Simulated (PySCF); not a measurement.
## SbF₂ at several levels of theory

All levels use the PBE0 minimum (doublet; Sb–F 1.904 Å (×2); F–Sb–F 95.0°), basis [Sb def2-TZVP with ECP28, F def2-TZVP], scalar-relativistic core potentials, density fitting, no spin–orbit coupling, PySCF. For vertical energies the ionised species is a singlet (spins chosen at PBE0 and kept) and the electron-attached one a singlet. Atomisation goes to high-spin ground-configuration atoms, without zero-point energy. Open shells are unrestricted, also as the reference of the correlated levels. A dash marks a value that was not computed or is not defined at that level.

```csv
level,atomisation (kJ/mol),vertical IP (eV),vertical EA (eV),−ε(HOMO) (eV),dipole (D)
PBE0,825,8.77,0.96,6.29,3.23
HF,468,8.69,0.27,9.25,3.63
MP2,835,8.60,0.90,–,–
PBE,902,8.48,0.85,5.06,2.98
r2SCAN,852,8.76,0.88,5.46,3.08
B3LYP,850,8.75,1.05,5.99,3.28
TPSSh,842,8.65,0.92,5.67,3.09
MN15,847,8.85,0.95,6.84,3.45
M06,899,8.53,0.99,6.02,3.44
```

Without diffuse functions attachment energies tend to come out too low.

With an element this heavy the missing spin–orbit coupling can shift these numbers.
